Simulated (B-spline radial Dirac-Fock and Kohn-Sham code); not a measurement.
**X-ray form factors of krypton in several charge states**

These are calculated numbers from an atomic code on a B-spline grid; the model is relativistic Hartree-Fock (Dirac-Fock) wave functions, averaged over the configuration.

Configurations: Kr¹²⁺ [Ar] 3d6; Kr¹⁴⁺ [Ar] 3d4; Kr¹⁵⁺ [Ar] 3d3; Kr¹⁶⁺ [Ar] 3d2; Kr¹⁷⁺ [Ar] 3d1. The first column is f₀ of Kr¹²⁺, the others are differences from it.

```
s (Å⁻¹)   Kr¹²⁺  Δ Kr¹⁴⁺  Δ Kr¹⁵⁺  Δ Kr¹⁶⁺  Δ Kr¹⁷⁺
      0  24.000   -2.000   -3.000   -4.000   -5.000
   0.05  23.921   -1.985   -2.979   -3.973   -4.968
    0.1  23.686   -1.943   -2.917   -3.894   -4.872
   0.15  23.302   -1.873   -2.817   -3.765   -4.718
    0.2  22.781   -1.780   -2.683   -3.593   -4.509
   0.25  22.137   -1.667   -2.519   -3.382   -4.255
    0.3  21.388   -1.538   -2.333   -3.142   -3.964
   0.35  20.554   -1.399   -2.131   -2.880   -3.646
    0.4  19.654   -1.254   -1.919   -2.605   -3.311
   0.45  18.711   -1.108   -1.704   -2.325   -2.969
    0.5  17.743   -0.964   -1.491   -2.047   -2.628
    0.6  15.806   -0.696   -1.094   -1.523   -1.981
    0.7  13.967   -0.471   -0.755   -1.070   -1.416
    0.8  12.309   -0.295   -0.487   -0.707   -0.956
    0.9  10.878   -0.168   -0.288   -0.433   -0.604
      1   9.683   -0.082   -0.151   -0.240   -0.350
    1.1   8.713   -0.028   -0.062   -0.111   -0.177
    1.2   7.938   +0.003   -0.008   -0.030   -0.064
    1.4   6.838   +0.029   +0.040   +0.047   +0.048
    1.6   6.117   +0.035   +0.053   +0.071   +0.089
```
